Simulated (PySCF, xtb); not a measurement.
C3H7BF2O, SMILES O[C@H](C)B(CF)F.

GFN2-xTB (xtb) at its own geometry gives an orbital gap of 4.28 eV and a dipole moment of 1.16 D.

Geometry: r2SCAN-D4/def2-SVP. The structure was generated by enumeration; whether it is a known compound was not checked. Other conformers were not sampled.

### Question
What does PBE/def2-TZVP (PySCF) give? (An estimate is asked for; the answer gives what the named calculation found.)

### Answer
gap 4.87 eV (levels -6.34 and -1.47 eV), dipole 1.19 D.
